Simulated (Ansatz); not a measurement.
Breaking the As1–H2 bond in AsH (multiplicity 3 held). Energies count from the point at 1.536 Å.


Active spaces are followed from rest. Full CI gives the lowest state of the spin. Levels need not reach the same state.

Frozen-core correlation. Filled d and f shells under p-block atoms count as core.

Codes used: Ansatz (Gaussian basis) for Hartree–Fock, density functionals and correlated methods. 

Energies in kcal/mol.

```json
[
 {"R (Å)": "1.228", "CASSCF(6,5)/cc-pVDZ": "33.2", "SC-NEVPT2 on CASSCF(6,5)/cc-pVDZ": "32.9", "FIC-MRCISD on CASSCF(6,5)/cc-pVDZ": "32.4", "FIC-MRCISD+Q on CASSCF(6,5)/cc-pVDZ": "32.5", "FCI/cc-pVDZ": "32.5"},
 {"R (Å)": "1.382", "CASSCF(6,5)/cc-pVDZ": "7.0", "SC-NEVPT2 on CASSCF(6,5)/cc-pVDZ": "6.8", "FIC-MRCISD on CASSCF(6,5)/cc-pVDZ": "6.5", "FIC-MRCISD+Q on CASSCF(6,5)/cc-pVDZ": "6.5", "FCI/cc-pVDZ": "6.5"},
 {"R (Å)": "1.536", "CASSCF(6,5)/cc-pVDZ": "0.0", "SC-NEVPT2 on CASSCF(6,5)/cc-pVDZ": "0.0", "FIC-MRCISD on CASSCF(6,5)/cc-pVDZ": "0.0", "FIC-MRCISD+Q on CASSCF(6,5)/cc-pVDZ": "0.0", "FCI/cc-pVDZ": "0.0"},
 {"R (Å)": "1.689", "CASSCF(6,5)/cc-pVDZ": "2.6", "SC-NEVPT2 on CASSCF(6,5)/cc-pVDZ": "2.9", "FIC-MRCISD on CASSCF(6,5)/cc-pVDZ": "3.3", "FIC-MRCISD+Q on CASSCF(6,5)/cc-pVDZ": "3.3", "FCI/cc-pVDZ": "3.3"},
 {"R (Å)": "1.843", "CASSCF(6,5)/cc-pVDZ": "9.6", "SC-NEVPT2 on CASSCF(6,5)/cc-pVDZ": "10.3", "FIC-MRCISD on CASSCF(6,5)/cc-pVDZ": "10.9", "FIC-MRCISD+Q on CASSCF(6,5)/cc-pVDZ": "11.0", "FCI/cc-pVDZ": "11.0"},
 {"R (Å)": "2.073", "CASSCF(6,5)/cc-pVDZ": "22.1", "SC-NEVPT2 on CASSCF(6,5)/cc-pVDZ": "23.6", "FIC-MRCISD on CASSCF(6,5)/cc-pVDZ": "24.7", "FIC-MRCISD+Q on CASSCF(6,5)/cc-pVDZ": "24.7", "FCI/cc-pVDZ": "24.9"},
 {"R (Å)": "2.303", "CASSCF(6,5)/cc-pVDZ": "33.5", "SC-NEVPT2 on CASSCF(6,5)/cc-pVDZ": "35.7", "FIC-MRCISD on CASSCF(6,5)/cc-pVDZ": "37.0", "FIC-MRCISD+Q on CASSCF(6,5)/cc-pVDZ": "37.1", "FCI/cc-pVDZ": "37.3"},
 {"R (Å)": "2.687", "CASSCF(6,5)/cc-pVDZ": "45.5", "SC-NEVPT2 on CASSCF(6,5)/cc-pVDZ": "48.7", "FIC-MRCISD on CASSCF(6,5)/cc-pVDZ": "50.2", "FIC-MRCISD+Q on CASSCF(6,5)/cc-pVDZ": "50.4", "FCI/cc-pVDZ": "50.7"},
 {"R (Å)": "3.071", "CASSCF(6,5)/cc-pVDZ": "50.3", "SC-NEVPT2 on CASSCF(6,5)/cc-pVDZ": "54.0", "FIC-MRCISD on CASSCF(6,5)/cc-pVDZ": "55.7", "FIC-MRCISD+Q on CASSCF(6,5)/cc-pVDZ": "55.9", "FCI/cc-pVDZ": "56.3"},
 {"R (Å)": "3.532", "CASSCF(6,5)/cc-pVDZ": "52.0", "SC-NEVPT2 on CASSCF(6,5)/cc-pVDZ": "56.0", "FIC-MRCISD on CASSCF(6,5)/cc-pVDZ": "57.7", "FIC-MRCISD+Q on CASSCF(6,5)/cc-pVDZ": "58.0", "FCI/cc-pVDZ": "58.4"},
 {"R (Å)": "4.146", "CASSCF(6,5)/cc-pVDZ": "52.5", "SC-NEVPT2 on CASSCF(6,5)/cc-pVDZ": "56.7", "FIC-MRCISD on CASSCF(6,5)/cc-pVDZ": "58.3", "FIC-MRCISD+Q on CASSCF(6,5)/cc-pVDZ": "58.6", "FCI/cc-pVDZ": "59.1"},
 {"R (Å)": "4.914", "CASSCF(6,5)/cc-pVDZ": "52.7", "SC-NEVPT2 on CASSCF(6,5)/cc-pVDZ": "56.8", "FIC-MRCISD on CASSCF(6,5)/cc-pVDZ": "58.5", "FIC-MRCISD+Q on CASSCF(6,5)/cc-pVDZ": "58.7", "FCI/cc-pVDZ": "59.2"},
 {"R (Å)": "6.142", "CASSCF(6,5)/cc-pVDZ": "52.7", "SC-NEVPT2 on CASSCF(6,5)/cc-pVDZ": "56.8", "FIC-MRCISD on CASSCF(6,5)/cc-pVDZ": "58.5", "FIC-MRCISD+Q on CASSCF(6,5)/cc-pVDZ": "58.8", "FCI/cc-pVDZ": "59.3"}
]
```

Ansatz is a program for electronic structure.
